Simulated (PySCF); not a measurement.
Spin-rotation constants: `CC1(C(=O)Cl)CCCC1`, C7H11ClO

Geometry:
```json
{"atom": "C1", "x (Å)": "-1.640", "y (Å)": "-0.883", "z (Å)": "-0.725"}
{"atom": "C2", "x (Å)": "-0.625", "y (Å)": "-0.068", "z (Å)": "0.082"}
{"atom": "C3", "x (Å)": "-1.365", "y (Å)": "0.701", "z (Å)": "1.147"}
{"atom": "O4", "x (Å)": "-1.241", "y (Å)": "0.646", "z (Å)": "2.323"}
{"atom": "Cl5", "x (Å)": "-2.576", "y (Å)": "1.816", "z (Å)": "0.479"}
{"atom": "C6", "x (Å)": "0.449", "y (Å)": "-0.966", "z (Å)": "0.741"}
{"atom": "C7", "x (Å)": "1.794", "y (Å)": "-0.523", "z (Å)": "0.159"}
{"atom": "C8", "x (Å)": "1.564", "y (Å)": "0.939", "z (Å)": "-0.209"}
{"atom": "C9", "x (Å)": "0.166", "y (Å)": "0.912", "z (Å)": "-0.816"}
{"atom": "H10", "x (Å)": "-1.113", "y (Å)": "-1.492", "z (Å)": "-1.455"}
{"atom": "H11", "x (Å)": "-2.331", "y (Å)": "-0.228", "z (Å)": "-1.249"}
{"atom": "H12", "x (Å)": "-2.210", "y (Å)": "-1.539", "z (Å)": "-0.070"}
{"atom": "H13", "x (Å)": "0.438", "y (Å)": "-0.817", "z (Å)": "1.820"}
{"atom": "H14", "x (Å)": "0.251", "y (Å)": "-2.019", "z (Å)": "0.547"}
{"atom": "H15", "x (Å)": "2.026", "y (Å)": "-1.095", "z (Å)": "-0.740"}
{"atom": "H16", "x (Å)": "2.611", "y (Å)": "-0.655", "z (Å)": "0.867"}
{"atom": "H17", "x (Å)": "1.572", "y (Å)": "1.557", "z (Å)": "0.690"}
{"atom": "H18", "x (Å)": "2.311", "y (Å)": "1.323", "z (Å)": "-0.902"}
{"atom": "H19", "x (Å)": "0.210", "y (Å)": "0.505", "z (Å)": "-1.827"}
{"atom": "H20", "x (Å)": "-0.296", "y (Å)": "1.896", "z (Å)": "-0.865"}
```

Computed with PySCF, GIAO HF/pcSseg-1 magnetisability, rotational g tensor and spin-rotation constants, non-relativistic, gas phase. Geometry: GFN2-xTB.

(1) Give the nuclear spin-rotation constants along the inertial axes (H = +C I·J) beside the isotropic shieldings.

Answers

(1) Rotational constants 2.2952, 0.9887, 0.9688 GHz. A star marks the isotopologue with that one atom substituted, in its own axes.
```csv
atom,isotope,Caa (kHz),Cbb (kHz),Ccc (kHz),mean (kHz),σ (ppm)
Cl5,35Cl,0.422,0.384,0.320,0.375,638.8
H10,1H,-0.077,-0.083,-0.091,-0.084,31.1
H11,1H,-0.103,-0.043,-0.101,-0.082,30.1
H12,1H,-0.239,-0.063,-0.038,-0.113,30.9
H13,1H,-0.208,0.018,-0.099,-0.096,29.3
H14,1H,-0.233,-0.117,0.014,-0.112,31.0
H15,1H,-0.148,-0.049,-0.083,-0.093,30.8
H16,1H,-0.133,-0.037,-0.095,-0.088,30.4
H17,1H,-0.215,-0.052,-0.057,-0.108,31.0
H18,1H,-0.143,-0.063,-0.070,-0.092,30.6
H19,1H,-0.229,-0.013,-0.092,-0.111,31.0
H20,1H,-0.091,-0.092,-0.052,-0.078,29.8
C1,13C*,0.336,0.150,0.134,0.206,165.5
C2,13C*,0.337,0.201,0.183,0.240,143.2
C3,13C*,1.228,0.321,0.301,0.617,3.1
O4,17O*,-1.351,-0.899,-0.143,-0.798,-273.6
C6,13C*,0.326,0.161,0.145,0.211,162.0
C7,13C*,0.323,0.148,0.137,0.203,166.6
```
For the geometry as given, no vibrational averaging.
